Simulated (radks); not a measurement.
Q: Radial electron density D(r) = 4 pi r^2 rho(r) of an atom or ion with 54 electrons. All-electron calculation, scalar-relativistic Kohn-Sham, r2SCAN, spin-polarised, spherical densities, finite nucleus; meta-GGA in the generalised Kohn-Sham scheme; Fermi nuclear charge, rms radius of each element as measured or else 0.836 A^(1/3) + 0.57 fm. Program: a radial shooting solver on a logarithmic mesh with Libxc functionals.

| r (bohr) | D(r) (e/bohr) |
|---|---|
| 0.001052 | 2.456 |
| 0.001392 | 3.951 |
| 0.001841 | 6.280 |
| 0.002456 | 9.945 |
| 0.00325 | 15.22 |
| 0.0043 | 22.63 |
| 0.005735 | 32.75 |
| 0.007588 | 44.63 |
| 0.01004 | 57.05 |
| 0.01339 | 67.45 |
| 0.01772 | 71.85 |
| 0.02344 | 69.29 |
| 0.03127 | 63.66 |
| 0.04137 | 64.65 |
| 0.05474 | 77.48 |
| 0.07301 | 92.22 |
| 0.0966 | 88.93 |
| 0.1278 | 71.74 |
| 0.1705 | 69.26 |
| 0.2255 | 79.58 |
| 0.2984 | 64.34 |
| 0.398 | 32.94 |
| 0.5267 | 27.95 |
| 0.6968 | 31.01 |
| 0.9294 | 19.13 |
| 1.23 | 9.009 |
| 1.627 | 6.367 |
| 2.17 | 4.149 |
| 2.871 | 1.585 |
| 3.799 | 0.3082 |
| 5.067 | 0.02455 |
| 6.705 | 0.0007695 |

What is the nuclear charge?

A: Z = 55. The innermost maximum, from 1s, lies near gamma/Z bohr with gamma = sqrt(1 - (Z/c)^2) = 0.916, here 0.0167 bohr (found: 0.0183), and its height grows with Z. The density is that of the caesium ion Cs+ in [Xe]; the configuration itself is not fixed sharply by these data, and Z only to a few units. D(r) has 4 maxima, at r = 0.0183, 0.0804, 0.231, 0.648 bohr, and minima at 0.0353, 0.151, 0.475 bohr, inside which lie 1.97, 11.15, 28.90 electrons.
